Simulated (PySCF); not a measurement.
# Electronic structure of Ne²⁺ (neon, charge +2) at the UHF level

Configuration: [He] 2s1 2p4 3s1, high-spin 5P determinant (an excited configuration). All numbers are calculated (PySCF 2.14, the spin-free X2C one-electron Hamiltonian (Gaussian nucleus), in aug-cc-pVTZ-DK (5s4p3d2f, 46 functions)).

* Total energy: -124.286080 hartree
* One-electron energy: -160.6062 hartree
* Hartree (Coulomb) energy: 47.0486 hartree
* Exchange energy: -10.7284 hartree
* ⟨S²⟩: 6.0012
* ⟨L²⟩: 2.005
* Sum of ⟨r⟩: 6.779 bohr
* Sum of ⟨r²⟩: 11.54 bohr²
* Traceless quadrupole moment −½Σ⟨3z² − r²⟩ along its main axis: -0.221 e·bohr²
* Langevin diamagnetic susceptibility: -9.14 ×10⁻⁶ cm³/mol

```csv
shell,electrons,mean orbital energy (hartree),spread (hartree),"rms radius, mean of both spins (bohr)"
1s α,1,-35.48492,0,0.182
1s β,1,-35.19292,0,0.182
2s α,1,-4.24156,0,0.851
2p α,3,-3.15822,0.14255,0.850
2p β,1,-2.67482,0,0.850
3s α,1,-0.89708,0,2.80
```

The outer electron is Rydberg-like, and this basis confines it to a smaller radius and binds it less than a complete one would.

Spin-orbit constants ζ (cm⁻¹) from the X2C one-electron operator on these orbitals: bare nucleus, nucleus screened by l(l+1)(2l+1)/3 electrons, and screened by the Breit-Pauli mean field of the electrons.

```json
{"shell": "2p", "bare": "932.9", "screened nucleus": "746.3", "mean field": "669.1"}
```

To first order the Landé constant is A = -167.3 cm⁻¹, so the lowest level has J = 3 and lies 0.0415 eV below the centre of the term. This holds in LS coupling only.
